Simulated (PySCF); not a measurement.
2-silylethylsilane (C2H10Si2), SMILES [SiH3]CC[SiH3].

The structure is a stationary point at B3LYP-D3(BJ)/def2-SVP. The values are those of a single conformer.

Calculation: B3LYP-D3(BJ)/def2-SVP (PySCF).

Frequencies are harmonic and unscaled.

Problem. Estimate the vibrational spectrum. (An estimate is asked for; the answer gives what the named calculation found.)

Solution. 
```json
[
 {"mode": "1", "ν (cm⁻¹)": "75", "IR (km/mol)": "1.2", "Raman (Å⁴/amu)": "0.0", "depolarisation": "–", "moving atoms (share of kinetic energy)": "C 43 %, H 38 %, Si 19 %"},
 {"mode": "2", "ν (cm⁻¹)": "136", "IR (km/mol)": "0.0", "Raman (Å⁴/amu)": "0.0", "depolarisation": "–", "moving atoms (share of kinetic energy)": "H 96 %"},
 {"mode": "3", "ν (cm⁻¹)": "149", "IR (km/mol)": "1.1", "Raman (Å⁴/amu)": "0.0", "depolarisation": "–", "moving atoms (share of kinetic energy)": "C 49 %, H 33 %, Si 18 %"},
 {"mode": "4", "ν (cm⁻¹)": "172", "IR (km/mol)": "0.0", "Raman (Å⁴/amu)": "0.1", "depolarisation": "0.75", "moving atoms (share of kinetic energy)": "H 83 %, C 17 %"},
 {"mode": "5", "ν (cm⁻¹)": "227", "IR (km/mol)": "0.0", "Raman (Å⁴/amu)": "1.8", "depolarisation": "0.21", "moving atoms (share of kinetic energy)": "Si 64 %, H 22 %, C 14 %"},
 {"mode": "6", "ν (cm⁻¹)": "503", "IR (km/mol)": "0.0", "Raman (Å⁴/amu)": "7.4", "depolarisation": "0.75", "moving atoms (share of kinetic energy)": "H 94 %"},
 {"mode": "7", "ν (cm⁻¹)": "519", "IR (km/mol)": "11.1", "Raman (Å⁴/amu)": "0.0", "depolarisation": "–", "moving atoms (share of kinetic energy)": "H 97 %"},
 {"mode": "8", "ν (cm⁻¹)": "549", "IR (km/mol)": "0.0", "Raman (Å⁴/amu)": "39.4", "depolarisation": "0.44", "moving atoms (share of kinetic energy)": "H 64 %, Si 22 %, C 14 %"},
 {"mode": "9", "ν (cm⁻¹)": "637", "IR (km/mol)": "57.7", "Raman (Å⁴/amu)": "0.0", "depolarisation": "–", "moving atoms (share of kinetic energy)": "H 78 %, Si 13 %, C 9 %"},
 {"mode": "10", "ν (cm⁻¹)": "698", "IR (km/mol)": "29.9", "Raman (Å⁴/amu)": "0.0", "depolarisation": "–", "moving atoms (share of kinetic energy)": "C 54 %, Si 26 %, H 20 %"},
 {"mode": "11", "ν (cm⁻¹)": "740", "IR (km/mol)": "76.9", "Raman (Å⁴/amu)": "0.0", "depolarisation": "–", "moving atoms (share of kinetic energy)": "H 78 %, C 15 %"},
 {"mode": "12", "ν (cm⁻¹)": "789", "IR (km/mol)": "0.0", "Raman (Å⁴/amu)": "24.3", "depolarisation": "0.33", "moving atoms (share of kinetic energy)": "H 44 %, C 42 %, Si 14 %"},
 {"mode": "13", "ν (cm⁻¹)": "888", "IR (km/mol)": "0.0", "Raman (Å⁴/amu)": "8.0", "depolarisation": "0.75", "moving atoms (share of kinetic energy)": "H 63 %, C 30 %"},
 {"mode": "14", "ν (cm⁻¹)": "927", "IR (km/mol)": "548.3", "Raman (Å⁴/amu)": "0.0", "depolarisation": "–", "moving atoms (share of kinetic energy)": "H 91 %, Si 9 %"},
 {"mode": "15", "ν (cm⁻¹)": "945", "IR (km/mol)": "0.0", "Raman (Å⁴/amu)": "18.4", "depolarisation": "0.75", "moving atoms (share of kinetic energy)": "H 90 %, Si 10 %"},
 {"mode": "16", "ν (cm⁻¹)": "953", "IR (km/mol)": "0.0", "Raman (Å⁴/amu)": "54.1", "depolarisation": "0.75", "moving atoms (share of kinetic energy)": "H 98 %"},
 {"mode": "17", "ν (cm⁻¹)": "953", "IR (km/mol)": "85.1", "Raman (Å⁴/amu)": "0.0", "depolarisation": "–", "moving atoms (share of kinetic energy)": "H 97 %"},
 {"mode": "18", "ν (cm⁻¹)": "955", "IR (km/mol)": "0.0", "Raman (Å⁴/amu)": "42.3", "depolarisation": "0.74", "moving atoms (share of kinetic energy)": "H 95 %"},
 {"mode": "19", "ν (cm⁻¹)": "958", "IR (km/mol)": "98.1", "Raman (Å⁴/amu)": "0.0", "depolarisation": "–", "moving atoms (share of kinetic energy)": "H 97 %"},
 {"mode": "20", "ν (cm⁻¹)": "1021", "IR (km/mol)": "0.0", "Raman (Å⁴/amu)": "11.2", "depolarisation": "0.75", "moving atoms (share of kinetic energy)": "C 75 %, H 25 %"},
 {"mode": "21", "ν (cm⁻¹)": "1086", "IR (km/mol)": "32.9", "Raman (Å⁴/amu)": "0.0", "depolarisation": "–", "moving atoms (share of kinetic energy)": "H 96 %"},
 {"mode": "22", "ν (cm⁻¹)": "1162", "IR (km/mol)": "20.8", "Raman (Å⁴/amu)": "0.0", "depolarisation": "–", "moving atoms (share of kinetic energy)": "H 78 %, C 21 %"},
 {"mode": "23", "ν (cm⁻¹)": "1278", "IR (km/mol)": "0.0", "Raman (Å⁴/amu)": "23.5", "depolarisation": "0.27", "moving atoms (share of kinetic energy)": "H 63 %, C 36 %"},
 {"mode": "24", "ν (cm⁻¹)": "1286", "IR (km/mol)": "0.0", "Raman (Å⁴/amu)": "6.7", "depolarisation": "0.75", "moving atoms (share of kinetic energy)": "H 87 %, C 13 %"},
 {"mode": "25", "ν (cm⁻¹)": "1431", "IR (km/mol)": "9.9", "Raman (Å⁴/amu)": "0.0", "depolarisation": "–", "moving atoms (share of kinetic energy)": "H 91 %, C 9 %"},
 {"mode": "26", "ν (cm⁻¹)": "1433", "IR (km/mol)": "0.0", "Raman (Å⁴/amu)": "19.1", "depolarisation": "0.74", "moving atoms (share of kinetic energy)": "H 93 %"},
 {"mode": "27", "ν (cm⁻¹)": "2210", "IR (km/mol)": "174.4", "Raman (Å⁴/amu)": "0.0", "depolarisation": "–", "moving atoms (share of kinetic energy)": "H 99 %"},
 {"mode": "28", "ν (cm⁻¹)": "2212", "IR (km/mol)": "0.0", "Raman (Å⁴/amu)": "149.5", "depolarisation": "0.75", "moving atoms (share of kinetic energy)": "H 96 %"},
 {"mode": "29", "ν (cm⁻¹)": "2212", "IR (km/mol)": "0.0", "Raman (Å⁴/amu)": "301.4", "depolarisation": "0.08", "moving atoms (share of kinetic energy)": "H 98 %"},
 {"mode": "30", "ν (cm⁻¹)": "2213", "IR (km/mol)": "250.7", "Raman (Å⁴/amu)": "0.0", "depolarisation": "–", "moving atoms (share of kinetic energy)": "H 96 %"},
 {"mode": "31", "ν (cm⁻¹)": "2215", "IR (km/mol)": "0.0", "Raman (Å⁴/amu)": "355.4", "depolarisation": "0.26", "moving atoms (share of kinetic energy)": "H 97 %"},
 {"mode": "32", "ν (cm⁻¹)": "2215", "IR (km/mol)": "261.8", "Raman (Å⁴/amu)": "0.0", "depolarisation": "–", "moving atoms (share of kinetic energy)": "H 96 %"},
 {"mode": "33", "ν (cm⁻¹)": "3019", "IR (km/mol)": "0.0", "Raman (Å⁴/amu)": "155.2", "depolarisation": "0.09", "moving atoms (share of kinetic energy)": "H 95 %"},
 {"mode": "34", "ν (cm⁻¹)": "3027", "IR (km/mol)": "20.0", "Raman (Å⁴/amu)": "0.0", "depolarisation": "–", "moving atoms (share of kinetic energy)": "H 95 %"},
 {"mode": "35", "ν (cm⁻¹)": "3061", "IR (km/mol)": "0.0", "Raman (Å⁴/amu)": "111.5", "depolarisation": "0.75", "moving atoms (share of kinetic energy)": "H 91 %, C 9 %"},
 {"mode": "36", "ν (cm⁻¹)": "3079", "IR (km/mol)": "15.9", "Raman (Å⁴/amu)": "0.0", "depolarisation": "–", "moving atoms (share of kinetic energy)": "H 91 %, C 9 %"}
]
```
